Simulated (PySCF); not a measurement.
## Electron correlation in Xe⁴⁺ (xenon, charge +4)

Starting occupation: [Kr] 4d10 5s2 5p2, 5p1/2 with m_j = -1/2, +1/2. Calculation: PySCF 2.14, in x2c-QZVPPall-2c; X2C-1e with screened-nucleus spin-orbit coupling, Gaussian nucleus. Frozen: [Ar] 3d10; 22 electrons correlated; the 32 highest virtual spinors left out.

MP2 pair energies summed by pair of shells (mhartree):

| pair | energy | share (%) |
| --- | --- | --- |
| 4d3/2-4d5/2 | -166.46 | 21.7 |
| 4d5/2-4d5/2 | -123.01 | 16.0 |
| 4d3/2-4d3/2 | -53.78 | 7.0 |
| 4d5/2-5s1/2 | -49.37 | 6.4 |
| 4d5/2-4p3/2 | -42.58 | 5.5 |
| 4d5/2-5p1/2 | -35.80 | 4.7 |
| 4d3/2-5s1/2 | -31.25 | 4.1 |
| 4d3/2-4p3/2 | -29.46 | 3.8 |
| 5p1/2-5s1/2 | -29.30 | 3.8 |
| 4d3/2-5p1/2 | -23.43 | 3.1 |
| 5s1/2-5s1/2 | -20.49 | 2.7 |
| 4d5/2-4p1/2 | -19.64 | 2.6 |
| 5p1/2-5p1/2 | -19.64 | 2.6 |
| 4p3/2-4p3/2 | -18.86 | 2.5 |
| 4d5/2-4s1/2 | -17.41 | 2.3 |
| 4p1/2-4p3/2 | -16.68 | 2.2 |
| 4d3/2-4p1/2 | -12.57 | 1.6 |
| 4d3/2-4s1/2 | -11.56 | 1.5 |
| 4p3/2-4s1/2 | -9.75 | 1.3 |
| 4p3/2-5s1/2 | -8.65 | 1.1 |
| 4p3/2-5p1/2 | -6.68 | 0.9 |
| 4p1/2-4p1/2 | -4.76 | 0.6 |
| 4p1/2-4s1/2 | -4.73 | 0.6 |
| 4p1/2-5s1/2 | -3.42 | 0.4 |
| 4s1/2-4s1/2 | -3.39 | 0.4 |
| 4p1/2-5p1/2 | -2.31 | 0.3 |
| 4s1/2-5s1/2 | -1.60 | 0.2 |
| 4s1/2-5p1/2 | -1.20 | 0.2 |

Total MP2 correlation energy: -767.78 mhartree.

This basis was not built for core-valence correlation, so the inner-shell part is incomplete.
